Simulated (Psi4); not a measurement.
Br2, charge -1, doublet, at a GFN2-xTB geometry (a state made from the parent by changing its charge; the spin is typed, not shown lowest) (a gas-phase anion, which may not be bound at this level), atoms displaced at random by about 0.02 Å a coordinate. Base run: Psi4 with B3LYP/3-21G.

Here is a job for Psi4.
```
memory 2 GB

molecule {
-1 2
  Br    0.00207155    0.00926035   -1.52134918
  Br   -0.01279233    0.01168669    1.52944246
}

set basis 3-21g
set reference uks

optimize('b3lyp')
print_variables()
```

Each row names what was changed in the base input (with any setting that the change needs).

| change | ΔE vs base (kJ/mol) | optimiser steps | core-seconds (rough) |
|---|---|---|---|
| base | 0.00 | 3 | 20 |
| g_convergence = nwchem_loose | 0.00 | 3 | 20 |
| intrafrag_hess = fischer | 0.00 | 3 | 20 |
| opt_coordinates = cartesian | 0.00 | 3 | 20 |
| g_convergence = gau_loose | 0.00 | 3 | 20 |
| intrafrag_hess = lindh | 0.00 | 3 | 20 |
| opt_coordinates = both | 0.00 | 3 | 20 |

Open shells are given as the SCF converged; they aren't shown to be the lowest states, and a large step between rows can be another state.

A gas-phase anion may not be bound at this level; its values then depend on the basis.
